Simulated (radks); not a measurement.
The numbers below are computed, except where a source is named.
All-electron atom: Dy III in [Xe] 4f10. Level of theory: scalar-relativistic Kohn-Sham, PBE, spin-polarised, spherical densities, point nucleus; open shells are filled with parallel spins first (spin-orbit coupling, left out, can overturn this in heavy ions) (a radial shooting solver on a logarithmic mesh with Libxc functionals).

Normalised radial functions P(r) = r R(r), r in bohr:

r           5s up  4f down
0.002016   0.0790   0.0000
0.002667   0.0961   0.0000
0.003529   0.1149   0.0000
0.004669   0.1340   0.0000
0.006178   0.1511   0.0000
0.008175   0.1619   0.0000
0.01082    0.1606   0.0000
0.01431    0.1390   0.0001
0.01894    0.0893   0.0004
0.02505    0.0071   0.0010
0.03289   -0.0972   0.0027
0.04351   -0.2037   0.0069
0.05757   -0.2587   0.0171
0.07617   -0.2011   0.0402
0.1008    -0.0058   0.0885
0.1334     0.2506   0.1796
0.1764     0.3752   0.3314
0.2335     0.1850   0.5462
0.3089    -0.2538   0.7914
0.4087    -0.5498   0.9948
0.5408    -0.3233   1.0738
0.7155     0.3316   0.9989
0.9392     0.8962   0.8227
1.243      1.0230   0.6066
1.644      0.7356   0.4060
2.176      0.3523   0.2455
2.879      0.1092   0.1322
3.809      0.0201   0.0604
5.039      0.0019   0.0211

5s up: eigenvalue -63.789 eV, 4 radial nodes at r = 0.0256, 0.101, 0.265, 0.628 bohr, <r> = 1.29 bohr, 90 % of the charge inside 1.87 bohr. 4f down: eigenvalue -15.379 eV, 0 radial nodes, <r> = 0.891 bohr, 90 % of the charge inside 1.58 bohr.
